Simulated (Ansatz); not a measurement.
Reaction (isomerisation): `C[O][Al]([CH3])[NH2]` → `C[N](C)[AlH][OH]`

Gas-phase electronic energies from Ansatz, PBE0-D4/def2-TZVP geometries. CCSD(T)/CBS is the MP2 limit (def2-TZVPP, def2-QZVPP) plus CCSD(T) − MP2 in def2-TZVPP, frozen cores. Functionals use def2-TZVPP. One conformer a species, not always the lowest.

Q: Is it downhill or uphill in electronic energy at CCSD(T)/CBS, and by how much? (An estimate is asked.)

A: Ansatz gave: Uphill: ΔE = +56.2 kJ/mol.

Q: What do these levels give: revPBE-D4, B97M-V, BHLYP-D4, CAM-B3LYP-D4, ωB97X-V, PBE-QIDH, PBE0, BHLYP, CCSD/def2-SVP, CCSD(T)/def2-SVP, CCSD(T)/def2-TZVPP, HF/def2-QZVPP? (An estimate is asked.)

A: Computed: revPBE-D4 48.9, B97M-V 51.8, BHLYP-D4 59.0, CAM-B3LYP-D4 57.7, ωB97X-V 54.9, PBE-QIDH 55.3, PBE0 57.6, BHLYP 61.4, CCSD/def2-SVP 41.8, CCSD(T)/def2-SVP 39.4, CCSD(T)/def2-TZVPP 53.6, HF/def2-QZVPP 62.3 kJ/mol.

Largest T1 diagnostic among the species: 0.012.

At CCSD(T), def2-SVP lies −16.8 kJ/mol from the extrapolated value and def2-TZVPP −2.6 kJ/mol. Leaving LDA and LC-ωPBE aside and taking each functional with its dispersion term where it has one, the values, not all of them listed here, spread over 11.9 kJ/mol, from revPBE-D4 to r2SCAN-D4. LDA lies −11.0 kJ/mol from PBE without D4. The D4 term adds −4.3 kJ/mol with B3LYP and −2.0 kJ/mol with PBE0; it sums over pairs of atoms, weighted by their polarisabilities, and B3LYP, whose exchange is more repulsive, gets the larger term.

B3LYP here is the variant with VWN-RPA as its local correlation; programs differ in this.
